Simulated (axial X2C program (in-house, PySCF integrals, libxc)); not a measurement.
Potential curves of CrSi⁺, two-component

Computed with an in-house relativistic program for diatomic molecules. Two-component (2c) means X2C with spin–orbit coupling and atomic mean-field two-electron Coulomb and Gaunt terms. Basis: Cr dyall-cv3z [9s10p6d3f2g], Si dyall-v3z [8s7p2d1f] (cores contracted in-house); Gaussian nuclei, density fitting, unrestricted open shells. Masses: Cr 51.941 u, Si 27.977 u.

State: Ω = 5/2 (⟨Sz⟩ = 2.50, ⟨Lz⟩ = 0.00 at TPSS). Energies in kJ/mol from the fragments at the same level (Cr+ + Si). Fits are polynomials in 1 − R0/R over 0.85 to 1.23 times the lowest point R0.

```
 R (Å)     TPSS     PBE0
2.1585  -172.98  -108.85
2.2577  -198.92  -136.88
2.3321  -209.74  -148.92
2.4066  -214.92  -155.13
2.4810  -215.68  -156.85
2.5678  -212.36  -154.60
2.6547  -205.68  -149.05
2.7663  -193.81  -138.74
2.9028  -176.33  -123.38
3.1012  -148.82   -99.38
```

The state is one determinant whose occupation by symmetry is held fixed; it was picked as the lowest of a PBE0 search that is not exhaustive. Dissociation energies refer to the lowest single-determinant-based atoms at the same level and basis. Density functionals use the spin component along the axis (collinear). The 2c atoms are single determinants rather than J levels; their spin–orbit lowering is only partly caught, and De is too large by that part. This holds for TPSS, PBE0. PBE0 can misorder states that lie within some tenths of an eV, so this need not be the ground state of the molecule. The nearest other 2c determinant of the search, Ω = 9/2, lies 0.15 eV up at the distance of the search. Without a current term, density functionals place determinants with orbital angular momentum somewhat too high. With several unpaired electrons one determinant need not be a pure state. This is the top spin component of a Σ state; components of lower Ω are not single determinants and can lie lower. The determinant is spin-polarised beyond a pure state at some levels (its spin-free form has ⟨S²⟩ too high), which makes Re and μ there less reliable.

(1) Fit the TPSS curve near its minimum: give the equilibrium distance, the harmonic wavenumber and the well depth.

(2) Fit the PBE0 curve near its minimum: give the equilibrium distance, the harmonic wavenumber and the well depth.

Results:

(1) At TPSS, 2c: Re = 2.458 Å, ωe ≈ 320 cm⁻¹, De = 2.24 eV to Cr+ + Si; Be follows as 0.153 cm⁻¹.

(2) At PBE0, 2c: Re = 2.478 Å, ωe ≈ 310 cm⁻¹, De = 1.63 eV to Cr+ + Si; Be follows as 0.151 cm⁻¹.
